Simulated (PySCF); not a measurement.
C2H3N, charge +1, doublet, geometry from GFN2-xTB (a state made from the parent by changing its charge; the spin is typed, not shown lowest); B3LYP/3-21G, optimisation and frequencies (PySCF).

PySCF was given this input:
```python
from pyscf import gto, scf, dft
from pyscf.geomopt import geometric_solver
from pyscf.hessian import thermo

mol = gto.Mole()
mol.atom = '''
    C    -1.139351    0.022070   -0.008180
    C     0.263300   -0.098708    0.029002
    N     1.398569    0.036153   -0.008276
    H    -1.505635   -0.668273   -0.789615
    H    -1.508476   -0.144114    1.020172
    H    -1.519567    1.019140   -0.297554
'''
mol.basis = '3-21g'
mol.charge = 1
mol.spin = 1
mol.verbose = 3
mol.build()

def method(m):
    mf = dft.UKS(m)
    mf.xc = 'b3lyp'
    return mf

conv, mol_eq = geometric_solver.kernel(method(mol), maxsteps=100, convergence_set='GAU_TIGHT')
print('optimisation converged:', conv)
print(mol_eq.tostring(format='xyz'))
mf = method(mol_eq)
mf.kernel()
hess = mf.Hessian().kernel()
freq = thermo.harmonic_analysis(mf.mol, hess)
print('frequencies / cm-1', freq['freq_wavenumber'].round(1))
th = thermo.thermo(mf, freq['freq_au'], 298.15, 101325)
thermo.dump_thermo(mf.mol, th)
```

The log (banner, timings and long lists left out):

```
Custom engine selected.
Bonds will be generated from interatomic distances less than 1.20 times sum of covalent radii
18 internal coordinates being used (instead of 18 Cartesians)
Internal coordinate system (atoms numbered from 1):
Distance 1-2
Distance 1-4
Distance 1-5
Distance 1-6
Distance 2-3
Angle 2-1-4
Angle 2-1-5
Angle 2-1-6
Angle 4-1-5
Angle 4-1-6
Angle 5-1-6
LinearAngleX 1-2-3
LinearAngleY 1-2-3
Translation-X 1-6
Translation-Y 1-6
Translation-Z 1-6
Rotation-A 1-6
Rotation-B 1-6
Rotation-C 1-6
<class 'geometric.internal.Distance'> : 5
<class 'geometric.internal.Angle'> : 6
<class 'geometric.internal.LinearAngle'> : 2
<class 'geometric.internal.TranslationX'> : 1
<class 'geometric.internal.TranslationY'> : 1
<class 'geometric.internal.TranslationZ'> : 1
<class 'geometric.internal.RotationA'> : 1
<class 'geometric.internal.RotationB'> : 1
<class 'geometric.internal.RotationC'> : 1
> ===== Optimization Info: ====
> Job type: Energy minimization
> Maximum number of optimization cycles: 100
> Initial / maximum trust radius (Angstrom): 0.100 / 0.300
> Convergence Criteria:
> Will converge when all 5 criteria are reached:
>  |Delta-E| < 1.00e-06
>  RMS-Grad  < 1.00e-05
>  Max-Grad  < 1.50e-05
>  RMS-Disp  < 4.00e-05
>  Max-Disp  < 6.00e-05
> === End Optimization Info ===

Geometry optimization cycle 1
Cartesian coordinates (Angstrom)
 Atom        New coordinates             dX        dY        dZ
   C  -1.139351   0.022070  -0.008180    0.000000  0.000000  0.000000
   C   0.263300  -0.098708   0.029002    0.000000  0.000000  0.000000
   N   1.398569   0.036153  -0.008276    0.000000  0.000000  0.000000
   H  -1.505635  -0.668273  -0.789615    0.000000  0.000000  0.000000
   H  -1.508476  -0.144114   1.020172    0.000000  0.000000  0.000000
   H  -1.519567   1.019140  -0.297554    0.000000  0.000000  0.000000

WARN: Mole.unit (angstrom) is changed to Bohr

converged SCF energy = -131.574912691373  <S^2> = 0.75626692  2S+1 = 2.0062571
--------------- UKS_Scanner gradients ---------------
         x                y                z
0 C    -0.0150708582     0.0245297181    -0.0071251714
1 C     0.1383067383    -0.0010145291     0.0005008723
2 N    -0.1407682395    -0.0103427064     0.0027956598
3 H     0.0075402667    -0.0007438958     0.0015928609
4 H     0.0075449217    -0.0014742908    -0.0009272730
5 H     0.0024437299    -0.0109494819     0.0031753387
----------------------------------------------
cycle 1: E = -131.574912691  dE = -131.575  norm(grad) = 0.200489
Step    0 : Gradient = 8.185e-02/1.412e-01 (rms/max) Energy = -131.5749126914
[...]
Geometry optimization cycle 2
Cartesian coordinates (Angstrom)
 Atom        New coordinates             dX        dY        dZ
   C  -1.135935  -0.005222  -0.000298    0.003416 -0.027292  0.007882
   C   0.272136  -0.075344   0.021967    0.008836  0.023364 -0.007035
   N   1.463378   0.043056  -0.010795    0.064809  0.006903 -0.002519
   H  -1.551088  -0.667210  -0.788958   -0.045453  0.001063  0.000657
   H  -1.553701  -0.143603   1.018963   -0.045225  0.000511 -0.001209
   H  -1.505731   1.014286  -0.296110    0.013836 -0.004854  0.001444
converged SCF energy = -131.5858080419  <S^2> = 0.75454558  2S+1 = 2.0045404
--------------- UKS_Scanner gradients ---------------
         x                y                z
0 C    -0.0085798389     0.0145209657    -0.0042187513
1 C     0.0383540686    -0.0106071385     0.0031201572
2 N    -0.0298139039     0.0024332655    -0.0007340473
3 H     0.0007553497    -0.0011378332    -0.0018235338
4 H     0.0007429223     0.0000117322     0.0021536092
5 H    -0.0014612557    -0.0052188108     0.0015096739
----------------------------------------------
cycle 2: E = -131.585808042  dE = -0.0108954  norm(grad) = 0.0532251
Step    1 : Displace = 4.098e-02/6.520e-02 (rms/max) Trust = 1.000e-01 (=) Grad = 2.173e-02/3.992e-02 (rms/max) E (change) = -131.5858080419 (-1.090e-02) Quality = 1.226
[...]
Geometry optimization cycle 3
Cartesian coordinates (Angstrom)
 Atom        New coordinates             dX        dY        dZ
   C  -1.134850  -0.021020   0.004253    0.001085 -0.015798  0.004551
   C   0.260714  -0.042166   0.012066   -0.011422  0.033178 -0.009901
   N   1.474658   0.035721  -0.009207    0.011280 -0.007335  0.001588
   H  -1.562281  -0.672113  -0.782363   -0.011193 -0.004902  0.006595
   H  -1.564549  -0.151234   1.016071   -0.010848 -0.007631 -0.002893
   H  -1.484391   1.016565  -0.296715    0.021340  0.002279 -0.000605
converged SCF energy = -131.587571212486  <S^2> = 0.75388023  2S+1 = 2.0038765
--------------- UKS_Scanner gradients ---------------
         x                y                z
0 C    -0.0000847248     0.0046688071    -0.0013545638
1 C    -0.0010784758    -0.0065175892     0.0018956861
2 N     0.0013433173     0.0032218573    -0.0009343628
3 H     0.0000471037    -0.0002193763    -0.0007775218
4 H     0.0000411649     0.0002295476     0.0007731945
5 H    -0.0002740799    -0.0013770813     0.0003989282
----------------------------------------------
cycle 3: E = -131.587571212  dE = -0.00176317  norm(grad) = 0.00934725
Step    2 : Displace = 2.090e-02/3.641e-02 (rms/max) Trust = 1.414e-01 (+) Grad = 3.816e-03/6.873e-03 (rms/max) E (change) = -131.5875712125 (-1.763e-03) Quality = 1.225
[...]
Geometry optimization cycle 4
Cartesian coordinates (Angstrom)
 Atom        New coordinates             dX        dY        dZ
   C  -1.134357  -0.023420   0.004922    0.000493 -0.002400  0.000669
   C   0.259419  -0.020551   0.005637   -0.001295  0.021615 -0.006429
   N   1.478294   0.022330  -0.005552    0.003636 -0.013391  0.003655
   H  -1.562925  -0.675240  -0.778304   -0.000644 -0.003127  0.004059
   H  -1.564968  -0.156015   1.014358   -0.000419 -0.004782 -0.001713
   H  -1.485666   1.018117  -0.297164   -0.001275  0.001552 -0.000449
converged SCF energy = -131.587822743166  <S^2> = 0.75379998  2S+1 = 2.0037964
--------------- UKS_Scanner gradients ---------------
[...]
Step    3 : Displace = 1.140e-02/2.275e-02 (rms/max) Trust = 2.000e-01 (+) Grad = 3.973e-03/7.270e-03 (rms/max) E (change) = -131.5878227432 (-2.515e-04) Quality = 1.259
converged SCF energy = -131.587892246859  <S^2> = 0.75379351  2S+1 = 2.0037899
Step    4 : Displace = 7.949e-03/1.229e-02 (rms/max) Trust = 2.828e-01 (+) Grad = 2.086e-03/3.712e-03 (rms/max) E (change) = -131.5878922469 (-6.950e-05) Quality = 1.295
converged SCF energy = -131.58790551286  <S^2> = 0.75378752  2S+1 = 2.0037839
Step    5 : Displace = 4.015e-03/5.495e-03 (rms/max) Trust = 3.000e-01 (+) Grad = 2.221e-04/3.329e-04 (rms/max) E (change) = -131.5879055129 (-1.327e-05) Quality = 1.106
converged SCF energy = -131.587905945075  <S^2> = 0.75378755  2S+1 = 2.003784
Step    6 : Displace = 6.218e-04/1.073e-03 (rms/max) Trust = 3.000e-01 (=) Grad = 6.410e-05/1.002e-04 (rms/max) E (change) = -131.5879059451 (-4.322e-07) Quality = 1.197
converged SCF energy = -131.587905978054  <S^2> = 0.75378836  2S+1 = 2.0037848
Step    7 : Displace = 1.822e-04/3.401e-04 (rms/max) Trust = 3.000e-01 (=) Grad = 2.863e-05/5.007e-05 (rms/max) E (change) = -131.5879059781 (-3.298e-08) Quality = 1.304
converged SCF energy = -131.587905979831  <S^2> = 0.75378865  2S+1 = 2.0037851
[...]
4 H    -0.0000003670     0.0000010870    -0.0000003990
5 H    -0.0000018035    -0.0000006674     0.0000008847
----------------------------------------------
cycle 9: E = -131.58790598  dE = -1.77687e-09  norm(grad) = 1.64216e-05
Step    8 : Displace = 3.857e-05/7.287e-05 (rms/max) Trust = 3.000e-01 (=) Grad = 6.704e-06/1.295e-05 (rms/max) E (change) = -131.5879059798 (-1.777e-09) Quality = 0.697
[...]
Geometry optimization cycle 10
Cartesian coordinates (Angstrom)
 Atom        New coordinates             dX        dY        dZ
   C  -1.133598  -0.019455   0.003695    0.000089 -0.000027 -0.000003
   C   0.261180  -0.005768   0.001160    0.000085 -0.000067  0.000004
   N   1.477046   0.004721  -0.000630    0.000096 -0.000101  0.000010
   H  -1.555442  -0.676623  -0.778730    0.000072 -0.000028  0.000001
   H  -1.557300  -0.156893   1.015416    0.000076 -0.000014 -0.000002
   H  -1.499256   1.017220  -0.297032    0.000096 -0.000027 -0.000015
converged SCF energy = -131.58790597996  <S^2> = 0.75378863  2S+1 = 2.003785
--------------- UKS_Scanner gradients ---------------
         x                y                z
0 C     0.0000054342    -0.0000013358    -0.0000002296
1 C    -0.0000164404     0.0000025325    -0.0000005545
2 N     0.0000120043    -0.0000002712     0.0000002941
3 H    -0.0000015329     0.0000002814    -0.0000017765
4 H    -0.0000017725     0.0000008682     0.0000017647
5 H    -0.0000028184     0.0000005659     0.0000005434
----------------------------------------------
cycle 10: E = -131.58790598  dE = -1.29546e-10  norm(grad) = 2.17668e-05
Step    9 : Displace = 8.294e-06/1.437e-05 (rms/max) Trust = 3.000e-01 (=) Grad = 8.886e-06/1.664e-05 (rms/max) E (change) = -131.5879059800 (-1.295e-10) Quality = 0.182
[...]
Geometry optimization cycle 11
Cartesian coordinates (Angstrom)
 Atom        New coordinates             dX        dY        dZ
   C  -1.133578  -0.019463   0.003695    0.000020 -0.000008 -0.000000
   C   0.261202  -0.005789   0.001162    0.000022 -0.000021  0.000002
   N   1.477067   0.004702  -0.000630    0.000021 -0.000018  0.000000
   H  -1.555425  -0.676632  -0.778726    0.000017 -0.000009  0.000003
   H  -1.557282  -0.156899   1.015414    0.000018 -0.000007 -0.000002
   H  -1.499222   1.017215  -0.297037    0.000033 -0.000005 -0.000005
converged SCF energy = -131.587905979793  <S^2> = 0.75378854  2S+1 = 2.003785
--------------- UKS_Scanner gradients ---------------
         x                y                z
0 C     0.0000026229    -0.0000017303    -0.0000000526
1 C    -0.0000166438     0.0000024105    -0.0000005198
2 N     0.0000129995    -0.0000001861     0.0000002710
3 H    -0.0000008532     0.0000006977    -0.0000009140
4 H    -0.0000010633     0.0000007554     0.0000007531
5 H    -0.0000021878     0.0000006949     0.0000005037
----------------------------------------------
cycle 11: E = -131.58790598  dE = 1.6783e-10  norm(grad) = 2.17235e-05
Step   10 : Displace = 4.350e-06/6.259e-06 (rms/max) Trust = 4.147e-06 (-) Grad = 8.869e-06/1.683e-05 (rms/max) E (change) = -131.5879059798 (+1.678e-10) Quality = -0.493
[...]
Geometry optimization cycle 12
Cartesian coordinates (Angstrom)
 Atom        New coordinates             dX        dY        dZ
   C  -1.133572  -0.019465   0.003695    0.000006 -0.000003  0.000000
   C   0.261211  -0.005796   0.001163    0.000009 -0.000007  0.000001
   N   1.477069   0.004699  -0.000630    0.000002 -0.000003 -0.000001
   H  -1.555420  -0.676635  -0.778724    0.000005 -0.000003  0.000002
   H  -1.557277  -0.156903   1.015413    0.000005 -0.000003 -0.000001
   H  -1.499209   1.017214  -0.297039    0.000013 -0.000001 -0.000002
converged SCF energy = -131.587905979888  <S^2> = 0.75378848  2S+1 = 2.0037849
--------------- UKS_Scanner gradients ---------------
         x                y                z
0 C     0.0000008245    -0.0000003804    -0.0000003999
1 C     0.0000014571     0.0000027644    -0.0000006005
2 N    -0.0000028323    -0.0000003814     0.0000003120
3 H    -0.0000012973     0.0000002537    -0.0000003144
4 H    -0.0000014759     0.0000000845     0.0000004098
5 H    -0.0000018020     0.0000003019     0.0000006343
----------------------------------------------
cycle 12: E = -131.58790598  dE = -9.5298e-11  norm(grad) = 5.22642e-06
Step   11 : Displace = 3.652e-06/5.709e-06 (rms/max) Trust = 4.000e-06 (-) Grad = 2.134e-06/3.182e-06 (rms/max) E (change) = -131.5879059799 (-9.530e-11) Quality = 0.354
[...]
Converged! =D

optimisation converged: True
6
XYZ from PySCF
C          -1.13357226       -0.01946524        0.00369507
C           0.26121145       -0.00579578        0.00116330
N           1.47706938        0.00469862       -0.00063022
H          -1.55541974       -0.67663502       -0.77872447
H          -1.55727674       -0.15690278        1.01541264
H          -1.49920930        1.01721372       -0.29703862

converged SCF energy = -131.587905979788  <S^2> = 0.7537885  2S+1 = 2.0037849
frequencies / cm-1 [   0. +414.4j  392.8  +0.j   477.5  +0.j   848.7  +0.j   987.1  +0.j
 1223.6  +0.j  1264.5  +0.j  1443.7  +0.j  2055.8  +0.j  2664.1  +0.j
 2955.5  +0.j  2968.9  +0.j ]
temperature 298.1500 [K]
pressure 101325.00 [Pa]
Rotational constants [GHz] 154.36529 9.23508 9.19424
Symmetry number 1
Zero-point energy (ZPE) 0.03937 [Eh]   103370.545 [J/mol]
                           tot       elec      trans        rot        vib
Entropy [J/mol/K]       256.212      5.763    155.076     86.748      8.625
Cv [J/mol/K]             42.555      0.000     12.472     12.472     17.612
Cp [J/mol/K]             50.869      0.000     20.786     12.472     17.612
Internal energy [J/mol]                      3718.434   3718.434 105199.982
Internal energy [Eh]   -131.54500  -131.58791
Enthalpy [J/mol]                             6197.391   3718.434 105199.982
Enthalpy [Eh]          -131.54406
Gibbs free energy [J/mol]                  -40038.654 -22145.441 102628.547
Gibbs free energy [Eh] -131.57316
```
